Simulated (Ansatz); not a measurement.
Ansatz results at the PBE0-D4/def2-TZVP geometry: HOMO–LUMO gap (B3LYP/def2-TZVPP) 8.45 eV; HOMO energy (ωB97M-V/def2-TZVPP) -10.26 eV; size of the dipole moment (PBE/def2-TZVPP) 0.96 D.

Each molecule was computed in one conformer, which needn't be the lowest.

Question: Which molecule gave them?
A. `O=C/N=C\[SiH3]`
B. `[SiH3][SiH]1[CH2][AlH]1`
C. `CCC(N)F`
D. `CNC(C)F`

Answer: C. The others give `O=C/N=C\[SiH3]`: 4.98, -9.86, 2.18; `[SiH3][SiH]1[CH2][AlH]1`: 3.76, -7.95, 1.21; `CNC(C)F`: 7.91, -9.53, 1.28.

B3LYP here is the variant with VWN-RPA as its local correlation; programs differ in this.
